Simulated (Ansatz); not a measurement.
Program: Ansatz. Geometries: PBE0-D4/def2-TZVP. ΔE: electronic, gas phase. CBS: MP2 limit from def2 TZ/QZ plus the TZ coupled-cluster correction, frozen cores. DFT in def2-TZVPP. B3LYP here is the variant with VWN-RPA as its local correlation; programs differ in this. For Ge outer-core shells are correlated without core-valence functions, which leaves a few kJ/mol of doubt a bond. Scalar relativity is left out up to krypton. Each species was taken in one conformer, which may not be the lowest.

Consider the redistribution: `[OH][GeH]([OH])[Cl]` + `C[O][GeH]([SH])[Cl]` → `[OH][Ge]([OH])([Cl])[Cl]` + `C[O][GeH2][SH]`.

```json
{"level": "PBE-D4", "ΔE (kJ/mol)": "14.6", "difference from CCSD(T)/CBS": "0.1"}
{"level": "r2SCAN-D4", "ΔE (kJ/mol)": "13.3", "difference from CCSD(T)/CBS": "-1.2"}
{"level": "PBE0-D4", "ΔE (kJ/mol)": "13.6", "difference from CCSD(T)/CBS": "-0.9"}
{"level": "B3LYP-D4", "ΔE (kJ/mol)": "14.8", "difference from CCSD(T)/CBS": "0.3"}
{"level": "ωB97X-V", "ΔE (kJ/mol)": "13.8", "difference from CCSD(T)/CBS": "-0.7"}
{"level": "ωB97M-V", "ΔE (kJ/mol)": "14.4", "difference from CCSD(T)/CBS": "-0.1"}
{"level": "B2PLYP", "ΔE (kJ/mol)": "13.9", "difference from CCSD(T)/CBS": "-0.6"}
{"level": "PBE", "ΔE (kJ/mol)": "14.3", "difference from CCSD(T)/CBS": "-0.2"}
{"level": "r2SCAN", "ΔE (kJ/mol)": "13.2", "difference from CCSD(T)/CBS": "-1.3"}
{"level": "PBE0", "ΔE (kJ/mol)": "13.2", "difference from CCSD(T)/CBS": "-1.3"}
{"level": "B3LYP", "ΔE (kJ/mol)": "14.3", "difference from CCSD(T)/CBS": "-0.2"}
{"level": "HF/def2-TZVPP", "ΔE (kJ/mol)": "12.0", "difference from CCSD(T)/CBS": "-2.5"}
{"level": "MP2/def2-TZVPP", "ΔE (kJ/mol)": "13.3", "difference from CCSD(T)/CBS": "-1.2"}
{"level": "SCS-MP2/def2-TZVPP", "ΔE (kJ/mol)": "13.0", "difference from CCSD(T)/CBS": "-1.5"}
{"level": "CCSD/def2-TZVPP", "ΔE (kJ/mol)": "11.8", "difference from CCSD(T)/CBS": "-2.7"}
{"level": "CCSD(T)/def2-TZVPP", "ΔE (kJ/mol)": "12.0", "difference from CCSD(T)/CBS": "-2.5"}
{"level": "HF/def2-QZVPP", "ΔE (kJ/mol)": "12.1", "difference from CCSD(T)/CBS": "-2.4"}
{"level": "MP2/def2-QZVPP", "ΔE (kJ/mol)": "14.8", "difference from CCSD(T)/CBS": "0.3"}
{"level": "SCS-MP2/def2-QZVPP", "ΔE (kJ/mol)": "14.4", "difference from CCSD(T)/CBS": "-0.1"}
{"level": "HF/CBS(def2)", "ΔE (kJ/mol)": "12.2", "difference from CCSD(T)/CBS": "-2.3"}
{"level": "MP2/CBS(def2)", "ΔE (kJ/mol)": "15.8", "difference from CCSD(T)/CBS": "1.3"}
{"level": "CCSD/CBS(def2)", "ΔE (kJ/mol)": "14.3", "difference from CCSD(T)/CBS": "-0.2"}
{"level": "CCSD(T)/CBS", "ΔE (kJ/mol)": "14.5", "difference from CCSD(T)/CBS": "0"}
```

Largest T1 diagnostic among the species: 0.012.
